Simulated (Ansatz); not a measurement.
```yaml
crystal:
  periodic: [false, false, false]
  atoms:
    - {symbol: Cu, position_ang: [1.043807, 0.175215, 1.132843]}
    - {symbol: Cu, position_ang: [-1.525760, -2.369708, -0.563867]}
    - {symbol: Cu, position_ang: [0.472478, -1.235729, -0.874507]}
    - {symbol: Cu, position_ang: [0.182113, 1.279059, -0.889865]}
    - {symbol: Cu, position_ang: [-1.423644, -0.294255, 0.428802]}
    - {symbol: Te, position_ang: [-3.074814, 0.962123, 1.841428]}
    - {symbol: Te, position_ang: [2.952932, -0.996007, -0.016196]}
    - {symbol: Te, position_ang: [1.891188, 0.298001, -2.455845]}
    - {symbol: Te, position_ang: [-0.518309, 2.181311, 1.397197]}
basis:
  gaussian: {orbitals: def2-TZVPD, initial_orbitals: start.molden}
total_charge: -1
hamiltonian: {xc: pbe0, dispersion: d4}
scf: {omitted_lower_state_checks: [starts]}
output: {orbitals: {seedname: orbitals}}
```

The file start.molden holds the orbitals of an earlier run on this structure, at another level or in another basis.

```sh
$ ansatz run in.yaml --threads 4 --pin off --events-out ev --progress --plain --max-ram 6963MiB
```

**Question.** Does this run fit into the memory that it is given?

**Answer.** No. It has 476 basis functions, and Ansatz plans for 9 GiB where 7 GiB are given.
